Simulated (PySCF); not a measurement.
Molecule: SMILES C(OC1=C(NC=O)C1=C)=O, C₆H₅NO₃.

Geometry (Å), atoms numbered from 1 in this order:
```xyz
15

C     0.590    2.191    1.588
C     0.516    1.043    0.960
C    -0.170    0.094    0.088
N    -1.217   -0.267   -0.686
C    -2.319    0.518   -0.906
O    -2.494    1.610   -0.447
C     1.021   -0.256    0.580
O     1.969   -1.218    0.622
C     1.726   -2.326   -0.080
O     0.747   -2.537   -0.740
H     1.439    2.447    2.195
H    -0.207    2.907    1.505
H    -1.139   -1.186   -1.113
H    -3.037    0.008   -1.573
H     2.570   -3.019    0.042
```

Frames of a GFN2-xTB Langevin trajectory at 300 K; GIAO PBE0/pcSseg-1 shieldings in PySCF, gas phase, non-relativistic; equivalent atoms averaged within each frame.

Referencing at the same level of theory: TMS for ¹³C (σref 186.93); ¹⁵N (σref 267.73) against NH3; ¹⁷O (σref 336.08) vs H2O. The references are static minima.

Q: How do the shifts (ppm) fluctuate along the trajectory?

A: 
| time (fs) | C9 | C5 | C3 | C2 | C7 | C1 | N4 | O6 | O10 | O8 |
| --- | --- | --- | --- | --- | --- | --- | --- | --- | --- | --- |
| 250 | 164.5 | 159.3 | 125.1 | 124.6 | 119.8 | 61.0 | 179.3 | 472.2 | 441.0 | 256.2 |
| 425 | 168.1 | 153.8 | 112.1 | 122.3 | 120.0 | 63.1 | 158.5 | 453.4 | 471.5 | 250.5 |
| 625 | 160.3 | 154.0 | 118.4 | 125.5 | 126.1 | 65.9 | 150.3 | 465.9 | 417.5 | 247.7 |
| 800 | 159.2 | 160.3 | 124.7 | 120.6 | 132.0 | 60.7 | 165.3 | 473.9 | 420.3 | 264.2 |
| 1000 | 165.2 | 157.9 | 123.0 | 130.3 | 122.3 | 61.7 | 170.6 | 461.9 | 448.6 | 268.6 |
| mean of frames | 163.5 | 157.1 | 120.7 | 124.7 | 124.0 | 62.5 | 164.8 | 465.5 | 439.8 | 257.4 |
| standard deviation | 3.7 | 3.0 | 5.4 | 3.7 | 5.1 | 2.1 | 11.1 | 8.3 | 22.1 | 8.9 |

5 frames give an uncertainty of the mean of about the standard deviation over 2.2 at best, since frames this close in time may not be independent; classical motion lacks zero-point vibration, and the reference would need the same averaging.
